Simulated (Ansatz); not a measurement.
Ansatz (a first-principles code) input (B3LYP-D3(BJ)/def2-TZVP):

Ansatz 0.2 input:
```yaml
crystal:
  periodic: [false, false, false]
  atoms:
    - {symbol: C, position_ang: [-1.89185632, 0.75683520, 0.07922877]}
    - {symbol: C, position_ang: [-0.96048447, -0.33597314, 0.44821360]}
    - {symbol: C, position_ang: [0.28389013, -0.15875099, 1.24398250]}
    - {symbol: C, position_ang: [1.55818684, 0.03541040, 0.42440364]}
    - {symbol: Cl, position_ang: [1.51031136, 1.55951354, -0.54515377]}
    - {symbol: Cl, position_ang: [-1.05574708, -1.78998364, -0.49517011]}
    - {symbol: H, position_ang: [-1.62229510, 1.21193656, -0.88244078]}
    - {symbol: H, position_ang: [-2.91779111, 0.39229070, -0.00682336]}
    - {symbol: H, position_ang: [-1.86032550, 1.54452719, 0.83338742]}
    - {symbol: H, position_ang: [0.45227840, -1.04396865, 1.86916049]}
    - {symbol: H, position_ang: [0.15604136, 0.69486478, 1.91287258]}
    - {symbol: H, position_ang: [1.69597272, -0.77558598, -0.28567908]}
    - {symbol: H, position_ang: [2.43010958, 0.10879841, 1.07005743]}
basis:
  gaussian:
    orbitals: def2-TZVP
hamiltonian:
  xc: b3lyp
  dispersion: d3bj
magnetization: {spin_polarized: true, initial_magnetization: 1}
phonons: {temperatures: {t_min: 298.15, t_max: 298.15, t_step: 100}}
```

Output:

```
Functional definition: B3LYP
integrals: 0.21 GiB planned
1554 factors; their error is unknown
0.32 GiB of the device are held for the grids
1.57 GiB of device memory are held for the factors and their scratch space
mean field: 1.66 GiB planned
mean field evaluation 1: about -29296.7884 eV, gradient 5.2e1 eV
mean field evaluation 2: about -29281.0586 eV, gradient 7.5e1 eV
mean field evaluation 4: about -29309.6010 eV, gradient 5.0e0 eV
mean field evaluation 8: about -29309.7102 eV, gradient 1.9e-1 eV
mean field evaluation 16: about -29309.7438 eV, gradient 6.7e-4 eV
mean field -29309.74380739 eV, -1077.1132180637 hartree, gradient 1.7e-5 eV, S^2 0.754636; 0 other end points of the search recorded, 0 dependent functions left out
the calculation of the forces begins
reference -29309.74411103 eV, -1077.1132292224 hartree; 33, 32 occupied and 207, 208 virtual orbitals, 1554 factors
these checks for a lower state are left out or cut short: stability, starts, cluster_reference, orbital_swaps, neighbouring_geometries, increment
integrals: 0.21 GiB planned
1554 factors; their error is unknown
0.32 GiB of the device are held for the grids
1.57 GiB of device memory are held for the factors and their scratch space
mean field: 1.66 GiB planned
mean field -29309.74356381 eV, -1077.1132091122 hartree, gradient 1.8e-6 eV, S^2 0.754630; 0 other end points of the search recorded, 0 dependent functions left out
the calculation of the forces begins
reference -29309.74386751 eV, -1077.1132202729 hartree; 33, 32 occupied and 207, 208 virtual orbitals, 1554 factors
these checks for a lower state are left out or cut short: stability, starts, cluster_reference, orbital_swaps, neighbouring_geometries, increment
integrals: 0.21 GiB planned
1554 factors; their error is unknown
0.32 GiB of the device are held for the grids
1.57 GiB of device memory are held for the factors and their scratch space
mean field: 1.66 GiB planned
mean field evaluation 32: about -29309.7437 eV, gradient 3.3e-4 eV
mean field -29309.74373592 eV, -1077.1132154373 hartree, gradient 1.8e-6 eV, S^2 0.754641; 0 other end points of the search recorded, 0 dependent functions left out
the calculation of the forces begins
reference -29309.74403951 eV, -1077.1132265940 hartree; 33, 32 occupied and 207, 208 virtual orbitals, 1554 factors
these checks for a lower state are left out or cut short: stability, starts, cluster_reference, orbital_swaps, neighbouring_geometries, increment
integrals: 0.21 GiB planned
1554 factors; their error is unknown
0.32 GiB of the device are held for the grids
1.57 GiB of device memory are held for the factors and their scratch space
mean field: 1.66 GiB planned
mean field -29309.74367721 eV, -1077.1132132798 hartree, gradient 1.8e-6 eV, S^2 0.754637; 0 other end points of the search recorded, 0 dependent functions left out
the calculation of the forces begins
reference -29309.74398082 eV, -1077.1132244372 hartree; 33, 32 occupied and 207, 208 virtual orbitals, 1554 factors
these checks for a lower state are left out or cut short: stability, starts, cluster_reference, orbital_swaps, neighbouring_geometries, increment
integrals: 0.21 GiB planned
1554 factors; their error is unknown
0.32 GiB of the device are held for the grids
1.57 GiB of device memory are held for the factors and their scratch space
mean field: 1.66 GiB planned
mean field -29309.74362888 eV, -1077.1132115035 hartree, gradient 1.8e-6 eV, S^2 0.754635; 0 other end points of the search recorded, 0 dependent functions left out
[...]
1.57 GiB of device memory are held for the factors and their scratch space
mean field: 1.66 GiB planned
mean field -29309.74374741 eV, -1077.1132158595 hartree, gradient 1.8e-6 eV, S^2 0.754636; 0 other end points of the search recorded, 0 dependent functions left out
the calculation of the forces begins
reference -29309.74405104 eV, -1077.1132270178 hartree; 33, 32 occupied and 207, 208 virtual orbitals, 1554 factors
these checks for a lower state are left out or cut short: stability, starts, cluster_reference, orbital_swaps, neighbouring_geometries, increment
integrals: 0.21 GiB planned
1554 factors; their error is unknown
0.32 GiB of the device are held for the grids
1.57 GiB of device memory are held for the factors and their scratch space
mean field: 1.66 GiB planned
mean field -29309.74373503 eV, -1077.1132154045 hartree, gradient 1.8e-6 eV, S^2 0.754636; 0 other end points of the search recorded, 0 dependent functions left out
the calculation of the forces begins
reference -29309.74403865 eV, -1077.1132265624 hartree; 33, 32 occupied and 207, 208 virtual orbitals, 1554 factors
these checks for a lower state are left out or cut short: stability, starts, cluster_reference, orbital_swaps, neighbouring_geometries, increment
integrals: 0.21 GiB planned
1554 factors; their error is unknown
0.32 GiB of the device are held for the grids
1.57 GiB of device memory are held for the factors and their scratch space
mean field: 1.66 GiB planned
mean field -29309.74375149 eV, -1077.1132160093 hartree, gradient 1.8e-6 eV, S^2 0.754636; 0 other end points of the search recorded, 0 dependent functions left out
the calculation of the forces begins
reference -29309.74405516 eV, -1077.1132271689 hartree; 33, 32 occupied and 207, 208 virtual orbitals, 1554 factors
these checks for a lower state are left out or cut short: stability, starts, cluster_reference, orbital_swaps, neighbouring_geometries, increment
integrals: 0.21 GiB planned
1554 factors; their error is unknown
0.32 GiB of the device are held for the grids
1.57 GiB of device memory are held for the factors and their scratch space
mean field: 1.66 GiB planned
mean field evaluation 512: about -29309.7128 eV, gradient 3.9e-1 eV
mean field -29309.74374050 eV, -1077.1132156054 hartree, gradient 1.8e-6 eV, S^2 0.754636; 0 other end points of the search recorded, 0 dependent functions left out
the calculation of the forces begins
reference -29309.74404414 eV, -1077.1132267640 hartree; 33, 32 occupied and 207, 208 virtual orbitals, 1554 factors
these checks for a lower state are left out or cut short: stability, starts, cluster_reference, orbital_swaps, neighbouring_geometries, increment
integrals: 0.21 GiB planned
1554 factors; their error is unknown
0.32 GiB of the device are held for the grids
1.57 GiB of device memory are held for the factors and their scratch space
mean field: 1.66 GiB planned
mean field -29309.74376289 eV, -1077.1132164282 hartree, gradient 1.8e-6 eV, S^2 0.754636; 0 other end points of the search recorded, 0 dependent functions left out
the calculation of the forces begins
reference -29309.74406653 eV, -1077.1132275871 hartree; 33, 32 occupied and 207, 208 virtual orbitals, 1554 factors
these checks for a lower state are left out or cut short: stability, starts, cluster_reference, orbital_swaps, neighbouring_geometries, increment
integrals: 0.21 GiB planned
1554 factors; their error is unknown
0.32 GiB of the device are held for the grids
1.57 GiB of device memory are held for the factors and their scratch space
mean field: 1.66 GiB planned
mean field -29309.74376787 eV, -1077.1132166115 hartree, gradient 1.8e-6 eV, S^2 0.754636; 0 other end points of the search recorded, 0 dependent functions left out
the calculation of the forces begins
reference -29309.74407156 eV, -1077.1132277718 hartree; 33, 32 occupied and 207, 208 virtual orbitals, 1554 factors
these checks for a lower state are left out or cut short: stability, starts, cluster_reference, orbital_swaps, neighbouring_geometries, increment
integrals: 0.21 GiB planned
1554 factors; their error is unknown
0.32 GiB of the device are held for the grids
1.57 GiB of device memory are held for the factors and their scratch space
mean field: 1.66 GiB planned
mean field -29309.74370239 eV, -1077.1132142049 hartree, gradient 1.8e-6 eV, S^2 0.754636; 0 other end points of the search recorded, 0 dependent functions left out
the calculation of the forces begins
reference -29309.74400599 eV, -1077.1132253621 hartree; 33, 32 occupied and 207, 208 virtual orbitals, 1554 factors
these checks for a lower state are left out or cut short: stability, starts, cluster_reference, orbital_swaps, neighbouring_geometries, increment
integrals: 0.21 GiB planned
1554 factors; their error is unknown
0.32 GiB of the device are held for the grids
1.57 GiB of device memory are held for the factors and their scratch space
mean field: 1.66 GiB planned
mean field evaluation 544: about -29309.7438 eV, gradient 5.4e-3 eV
mean field -29309.74379250 eV, -1077.1132175165 hartree, gradient 1.8e-6 eV, S^2 0.754636; 0 other end points of the search recorded, 0 dependent functions left out
the calculation of the forces begins
reference -29309.74409614 eV, -1077.1132286751 hartree; 33, 32 occupied and 207, 208 virtual orbitals, 1554 factors
these checks for a lower state are left out or cut short: stability, starts, cluster_reference, orbital_swaps, neighbouring_geometries, increment
integrals: 0.21 GiB planned
1554 factors; their error is unknown
0.32 GiB of the device are held for the grids
1.57 GiB of device memory are held for the factors and their scratch space
mean field: 1.66 GiB planned
mean field -29309.74378986 eV, -1077.1132174196 hartree, gradient 1.8e-6 eV, S^2 0.754636; 0 other end points of the search recorded, 0 dependent functions left out
the calculation of the forces begins
reference -29309.74409351 eV, -1077.1132285785 hartree; 33, 32 occupied and 207, 208 virtual orbitals, 1554 factors
these checks for a lower state are left out or cut short: stability, starts, cluster_reference, orbital_swaps, neighbouring_geometries, increment
integrals: 0.21 GiB planned
1554 factors; their error is unknown
0.32 GiB of the device are held for the grids
1.57 GiB of device memory are held for the factors and their scratch space
mean field: 1.66 GiB planned
mean field -29309.74376944 eV, -1077.1132166690 hartree, gradient 1.8e-6 eV, S^2 0.754636; 0 other end points of the search recorded, 0 dependent functions left out
the calculation of the forces begins
reference -29309.74407313 eV, -1077.1132278293 hartree; 33, 32 occupied and 207, 208 virtual orbitals, 1554 factors
these checks for a lower state are left out or cut short: stability, starts, cluster_reference, orbital_swaps, neighbouring_geometries, increment
integrals: 0.21 GiB planned
1554 factors; their error is unknown
0.32 GiB of the device are held for the grids
1.57 GiB of device memory are held for the factors and their scratch space
mean field: 1.66 GiB planned
mean field -29309.74375187 eV, -1077.1132160235 hartree, gradient 1.8e-6 eV, S^2 0.754635; 0 other end points of the search recorded, 0 dependent functions left out
the calculation of the forces begins
reference -29309.74405548 eV, -1077.1132271806 hartree; 33, 32 occupied and 207, 208 virtual orbitals, 1554 factors
Total energy: -29310.35167149 eV, -1077.1355566572 hartree
Atom 0 at    -1.891856     0.756835     0.079229 Å, force     0.000196    -0.000386    -0.000298 eV/Å
Atom 1 at    -0.960484    -0.335973     0.448214 Å, force     0.000347    -0.000573     0.001161 eV/Å
Atom 2 at     0.283890    -0.158751     1.243982 Å, force    -0.000216     0.001125    -0.000749 eV/Å
Atom 3 at     1.558187     0.035410     0.424404 Å, force    -0.000666    -0.000178    -0.001065 eV/Å
Atom 4 at     1.510311     1.559514    -0.545154 Å, force     0.000101    -0.001297     0.000795 eV/Å
Atom 5 at    -1.055747    -1.789984    -0.495170 Å, force     0.000258     0.000748     0.000352 eV/Å
Atom 6 at    -1.622295     1.211937    -0.882441 Å, force    -0.000066     0.000152    -0.000217 eV/Å
Atom 7 at    -2.917791     0.392291    -0.006823 Å, force     0.000589    -0.000174     0.000085 eV/Å
Atom 8 at    -1.860326     1.544527     0.833387 Å, force    -0.000175     0.000251     0.000204 eV/Å
Atom 9 at     0.452278    -1.043969     1.869160 Å, force    -0.000197     0.000009    -0.000540 eV/Å
Atom 10 at     0.156041     0.694865     1.912873 Å, force    -0.000559    -0.000074     0.000468 eV/Å
Atom 11 at     1.695973    -0.775586    -0.285679 Å, force     0.000322     0.000174    -0.000549 eV/Å
Atom 12 at     2.430110     0.108798     1.070057 Å, force     0.000066     0.000223     0.000353 eV/Å
Dipole moment:     0.014402    -0.029810     0.345440 e Å
Vibrations: 42.88 103.25 139.01 179.82 257.59 329.67 372.98 492.74 605.62 655.03 860.26 881.79 979.61 999.70 1015.79 1103.99 1195.66 1223.25 1277.13 1332.22 1365.54 1410.18 1458.27 1464.75 1479.73 1482.64 2986.31 3002.63 3054.89 3072.48 3089.23 3101.89 3148.22 cm⁻¹, zero-point energy 2.737865 eV
```

It need not be the lowest isomer of its formula.
